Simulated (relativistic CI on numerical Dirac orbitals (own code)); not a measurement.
## Sc⁺ in a cubic cluster: 3p photoemission with charge transfer

Computed with a charge-transfer multiplet model of a cubic metal-ligand cluster with up to one ligand hole, Slater and spin-orbit integrals from Dirac-Coulomb-Breit ions, Slater integrals scaled by 0.9. The parameters are those of a tetrahedral site (10Dq negative, t2 hopping the larger). The ground state mixes d2 with configurations of k ligand holes L, whose averages lie at kΔ + k(k − 1)U_dd/2; a core hole lowers each added d electron by U_cd. 300 K, Lorentzian 0.9 eV and Gaussian 0.8 eV FWHM.

Atomic integrals in eV (Slater integrals scaled, ζ unscaled), ground: F2dd 5.299, F4dd 3.246, zeta_d 0.005; with the core hole: F2dd 6.955, F4dd 4.333, zeta_d 0.009, zeta_core 0.324, F2cd 7.879, G1cd 9.860, G3cd 5.915.

Cluster parameters (eV): U_dd = 4.6, U_cd = 5.9, 10Dq = -0.45, 10Dq(ligand) = 0, V(eg) = 1.25, V(t2g) = -2.12, final-state hopping factor = 1.

```
     Case   n_d    d2   d3L     S
 Δ = 7 eV  2.23  0.77  0.23  1.00
 Δ = 9 eV  2.18  0.82  0.18  1.00
Δ = 10 eV  2.16  0.84  0.16  1.00
Δ = 11 eV  2.14  0.86  0.14  1.00
Δ = 13 eV  2.12  0.88  0.12  1.00
```

Weights, n_d and S are thermal averages at 300 K. Binding energies count from the first peak over 30 % of the highest in each spectrum, which can be another peak from case to case. The parameters are a model scan and need not match a compound or its usual spin state. Peaks in eV (height, largest 100):
- Δ = 7 eV: 0.0 (100), 4.7 (13), 10.3 (17), 14.5 (10)
- Δ = 9 eV: 0.0 (100), 4.8 (11), 10.2 (13), 13.3 (8), 15.0 (7)
- Δ = 10 eV: 0.0 (100), 4.9 (9), 7.3 (6), 10.1 (13), 13.6 (9), 15.4 (6)
- Δ = 11 eV: 0.0 (100), 10.1 (13), 13.9 (11)
- Δ = 13 eV: 0.0 (100), 9.9 (14), 14.2 (12)

Curve for Δ = 7 eV (points under 2 left out, the grid thinned):

```csv
E (eV),Intensity
-4.8,2.9
-4.3,3.7
-3.8,4.9
-3.4,6.5
-2.9,10.1
-2.4,18.5
-1.9,40.3
-1.4,74.7
-0.9,86.6
-0.5,90.5
0.0,100.0
0.5,83.1
1.0,68.0
1.5,55.4
1.9,44.7
2.4,37.6
2.9,29.6
3.4,19.4
3.9,14.0
4.4,13.1
4.8,13.2
5.3,12.4
5.8,10.7
6.3,8.1
6.8,6.3
7.2,5.7
7.7,5.4
8.2,6.1
8.7,7.9
9.2,10.4
9.7,13.5
10.1,16.2
10.6,16.1
11.1,13.5
11.6,11.6
12.1,9.5
12.5,8.1
13.0,6.7
13.5,6.2
14.0,8.0
14.5,9.6
15.0,7.4
15.4,4.6
15.9,2.7
16.4,2.0
```

For the case Δ = 10 eV, Δ = 10 eV is larger than U_dd = 4.6 eV, the Mott-Hubbard side of the Zaanen-Sawatzky-Allen scheme. With the core hole the configuration with one ligand hole lies at Δ − U_cd = 1.1, 3.1, 4.1, 5.1, 7.1 eV from the one without, in the order of the table; where this is negative the screened configuration lies lower, though the effective hopping of about 5.4 eV (from the holes of the mixed ground state) mixes the two strongly wherever it is as large as the gap.

With at most 1 ligand hole the space is cut while the next configuration still counts, so covalency is underestimated, and a final configuration with one more ligand hole, which can lie low, is missing from the spectra.
